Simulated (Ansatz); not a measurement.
`CC(C)C(C)O` + `[OH][AlH2]` → `CC(O)[O][AlH2]` + `CCC`  (substitution at a C–C bond)

Program: Ansatz. Geometries: PBE0-D4/def2-TZVP. ΔE: electronic, gas phase. CBS: MP2 limit from def2 TZ/QZ plus the TZ coupled-cluster correction, frozen cores. This one scheme is used for every species. Functionals use def2-TZVPP. One conformer a species, not always the lowest.

| level | ΔE (kJ/mol) |
| --- | --- |
| PBE0-D4 | 10.6 |
| ωB97X-V | 10.3 |
| LC-ωPBE | 8.2 |
| SCS-MP2/def2-TZVPP | 17.5 |

What does CCSD(T)/CBS give? (An estimate is asked.)

Computed: +20.6 kJ/mol. The listed levels differ from it by -10.0, -10.3, -12.4, -3.1 kJ/mol.

Largest T1 diagnostic among the species: 0.012.

At CCSD(T), def2-SVP lies −18.8 kJ/mol from the extrapolated value and def2-TZVPP −3.4 kJ/mol. From BLYP to BHLYP (50 % exact exchange), in def2-TZVPP and without D4, ΔE moves by +5.6 kJ/mol. The D4 term adds +6.9 kJ/mol with B3LYP and +4.1 kJ/mol with PBE0; it sums over pairs of atoms, weighted by their polarisabilities, and B3LYP, whose exchange is more repulsive, gets the larger term.

B3LYP here is the variant with VWN-RPA as its local correlation; programs differ in this.
